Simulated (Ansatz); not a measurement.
Cost and result for the atomization energy of AlH6NOSSi, SMILES `[NH2][Al]([SH])[O][SiH3]` (11 atoms, 10 bonds).

```
atom   x (Å)   y (Å)   z (Å)
  N1  -0.757  -2.214  -1.052
 Al2  -0.659  -0.848   0.045
  S3  -1.996  -0.731   1.761
  O4   0.470   0.368  -0.233
 Si5   1.299   1.747  -0.016
  H6  -1.401  -2.982  -0.962
  H7  -0.173  -2.333  -1.863
  H8  -1.466   0.438   2.161
  H9   2.745   1.451   0.154
 H10   0.815   2.464   1.198
 H11   1.123   2.638  -1.193
```

Charge 0, multiplicity 1. All single points use the PBE0-D4/def2-TZVP geometry. It is one conformer, not always the lowest. Program: Ansatz. All runs use 4 threads of a server CPU on a shared host. Times are those of one run each, without the atoms' runs, and a repeat can differ threefold. Electronic energies, without spin–orbit coupling; frozen cores. CCSD(T)/CBS adds CCSD(T) − MP2 in def2-TZVPP to the MP2 limit, and its time is that of the two runs behind it. T1 = 0.011. B3LYP takes the VWN-RPA correlation (the form of Gaussian; ORCA's B3LYP/G). HSE06 is the plane-wave form, built on full-range PBE exchange.

CCSD(T)/CBS is a level of theory with its own doubt, some kJ/mol a heavy atom from the limit and from the frozen cores, so smaller differences don't rank the functionals.

```
                             level  functions  atomization (kJ/mol)  difference from CCSD(T)/CBS  per bond
               BHLYP-D4/def2-TZVPP        272                3686.1                       -115.4     -11.5
                ωB97X-V/def2-TZVPP        272                3807.9                          6.4       0.6
r2SCAN-D4/def2-TZVPP (with forces)        272                3782.9                        -18.6      -1.9
  ωB97M-V/def2-TZVPP (with forces)        272                3801.0                         -0.5      -0.1
               HSE06-D4/def2-TZVPP        272                3731.1                        -70.4      -7.0
 B3LYP-D4/def2-TZVPP (with forces)        272                3774.1                        -27.4      -2.7
                 CCSD(T)/CBS(def2)          –                3801.5                          0.0       0.0
                PBE0-D4/def2-TZVPP        272                3729.1                        -72.4      -7.2
                  CCSD(T)/def2-SVP        112                3481.8                       -319.7     -32.0
                    MP2/def2-QZVPP        504                3807.7                          6.2       0.6
                CCSD(T)/def2-TZVPP        272                3679.1                       -122.4     -12.2
             r2SCANh-D4/def2-TZVPP        272                3757.9                        -43.6      -4.4
                BLYP-D4/def2-TZVPP        272                3759.6                        -41.9      -4.2
```

Question: Order the runs by time, with rough figures. (An estimate is asked.)

Answer: Ansatz gave: BLYP-D4/def2-TZVPP 2.8 s; PBE0-D4/def2-TZVPP 5.5 s; HSE06-D4/def2-TZVPP 5.5 s; BHLYP-D4/def2-TZVPP 6 s; CCSD(T)/def2-SVP 6 s; B3LYP-D4/def2-TZVPP (with forces) 7.5 s; r2SCAN-D4/def2-TZVPP (with forces) 7.5 s; r2SCANh-D4/def2-TZVPP 8.5 s; ωB97X-V/def2-TZVPP 12 s; ωB97M-V/def2-TZVPP (with forces) 17 s; MP2/def2-QZVPP 29 s; CCSD(T)/def2-TZVPP 3.8 min; CCSD(T)/CBS(def2) 4.2 min.

From r2SCAN to r2SCAN0 (25 % exact exchange), in def2-TZVPP and without D4, the atomization energy moves by −62.2 kJ/mol: exact exchange takes away binding that semilocal exchange gives to molecules. The D4 term adds +39.5 kJ/mol with B3LYP and +21.2 kJ/mol with PBE0; it sums over pairs of atoms, weighted by their polarisabilities, and B3LYP, whose exchange is more repulsive, gets the larger term. At CCSD(T), def2-SVP lies −319.7 kJ/mol from the extrapolated value and def2-TZVPP −122.3 kJ/mol: correlation converges slowly with the basis, and small sets miss more of it in the bonded molecule than in its fragments.
